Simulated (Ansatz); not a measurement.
Calculated with Ansatz (gas phase, PBE0-D4/def2-TZVP geometries, no zero-point term in ΔE). CBS: MP2 limit from def2 TZ/QZ plus the TZ coupled-cluster correction, frozen cores. Functionals use def2-TZVPP. One conformer a species, not always the lowest.

`C=C[SiH2]S` → `SC1C[SiH2]1`  (isomerisation)

`C=C[SiH2]S`:

```xyz
10

C    -1.570   -0.054   -0.781
C    -0.317   -0.492   -0.690
Si    1.011    0.495    0.147
S     1.874   -0.560    1.799
H    -1.867    0.910   -0.376
H    -2.353   -0.632   -1.264
H    -0.070   -1.467   -1.106
H     0.414    1.788    0.573
H     2.175    0.738   -0.743
H     0.704   -0.725    2.440
```

`SC1C[SiH2]1`:

Z-matrix (Å, degrees):
```
C
C 1 1.546
Si 1 1.856 2 64.9
S 1 1.785 2 114.3 3 -114.6
H 1 1.086 2 114.2 3 111.7
H 2 1.085 1 115.7 3 -113.1
H 2 1.085 1 115.6 3 111.3
H 3 1.478 1 118.6 2 105.1
H 3 1.475 1 118.3 2 -106.5
H 4 1.343 1 98.6 2 140.4
```

```json
{"level": "r2SCAN", "ΔE (kcal/mol)": "32.0"}
{"level": "MP2/def2-TZVPP", "ΔE (kcal/mol)": "32.2"}
{"level": "SCS-MP2/def2-QZVPP", "ΔE (kcal/mol)": "34.3"}
{"level": "HF/CBS(def2)", "ΔE (kcal/mol)": "42.2"}
```

**Question.** What does CCSD(T)/CBS give? (Estimate.)

**Answer.** Ansatz gave: +34.2 kcal/mol. The listed levels differ from it by -2.2, -2.0, 0.1, 8.0 kcal/mol.

**Question.** What do rigid-rotor, harmonic-oscillator terms from PBE0-D4/def2-TZVP frequencies (298.15 K, 1 bar) make of the CCSD(T)/CBS value? (An estimate is asked.)

**Answer.** Ansatz gave: ΔZPE = +0.2 kcal/mol, ΔH = +34.0 kcal/mol, ΔS = -16 J/(mol·K), ΔG = +35.1 kcal/mol.

Largest T1 diagnostic among the species: 0.012.

Leaving LDA and LC-ωPBE aside and taking each functional with its dispersion term where it has one, the values, not all of them listed here, spread over 6.5 kcal/mol, from PBE-D4 to BHLYP-D4. LDA lies −5.6 kcal/mol from PBE without D4. At CCSD(T), def2-SVP lies −0.8 kcal/mol from the extrapolated value and def2-TZVPP +0.2 kcal/mol. In def2-TZVPP, CCSD(T) changes the Hartree–Fock value by −7.9 kcal/mol (the triples alone add −0.6 kcal/mol) and MP2 by −10.0 kcal/mol.
